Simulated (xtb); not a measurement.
F₆S, charge -1, doublet, geometry from GFN2-xTB (a state made from the parent by changing its charge; the spin is typed, not shown lowest). Base run: GFN0-xTB (xtb).

Geometry (Å):
```xyz
7

F      0.6747    -0.5141    -1.5548
S      0.0000     0.0000     0.0000
F      1.4458    -0.6028     0.8267
F     -0.7691    -1.5841     0.1901
F     -1.4458     0.6028    -0.8267
F      0.7691     1.5841    -0.1901
F     -0.6747     0.5141     1.5548
```
Charge -1, spin multiplicity 2.
All else is at xtb's defaults.
Base energy -27.82795 Eh.

The base run was repeated with changes; each row names its change, and settings that it needs were set with it.

```json
[
 {"change": "base", "ΔE vs base (kcal/mol)": "0.000"},
 {"change": "acc = 1000", "ΔE vs base (kcal/mol)": "0.000"},
 {"change": "acc = 0.1", "ΔE vs base (kcal/mol)": "0.000"},
 {"change": "acc = 30", "ΔE vs base (kcal/mol)": "0.000"}
]
```
